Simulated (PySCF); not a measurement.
Gas-phase reaction: Sn(OH)2 + H2 = SnH4 + O2

Energies from PySCF, thermal terms from the rigid-rotor harmonic-oscillator model, ideal gas at 1 bar. † marks an energy on the PBE0/def2-TZVP geometry and frequencies; other levels use their own. CCSD(T) freezes the core. Open shells (unrestricted): O2 (multiplicity 3); the rest are closed-shell singlets. B3LYP is the form with VWN-RPA correlation. Sn: scalar-relativistic def2 core potential, no spin-orbit coupling. Sn(OH)2: computed as isolated molecules; such fragments, hydroxides, amides, oligomers or adducts are transient or little studied in the gas. CCSD(T) isn't extrapolated to the basis-set limit; its ΔH°(298 K) is 438.3 kJ in def2-SVP and 511.0 kJ in def2-TZVPP. The harmonic model lacks anharmonicity and excited electronic states, which grow with temperature; levels with a mode under 35 cm⁻¹ are left out. Internal rotation in Sn(OH)2 is treated as a harmonic vibration of one conformer, which makes the entropy rough.

```tsv
level	ΔE electronic, kJ	ΔH°(298 K), kJ	ΔS°(298 K), J/K	ΔG°(1000 K), kJ
B3LYP/def2-TZVP†	525	506	8	505
CCSD(T)/def2-TZVPP†	529	511	8	510
HF/def2-TZVP†	434	415	8	415
M06-2X/def2-TZVP†	569	551	8	550
PBE0/def2-QZVP†	514	496	8	495
PBE0/def2-SVP†	447	429	8	428
PBE0/def2-TZVP	499	481	8	480
```
ΔH° is lowest at HF/def2-TZVP† and highest at M06-2X/def2-TZVP†. No reference value is set beside these.
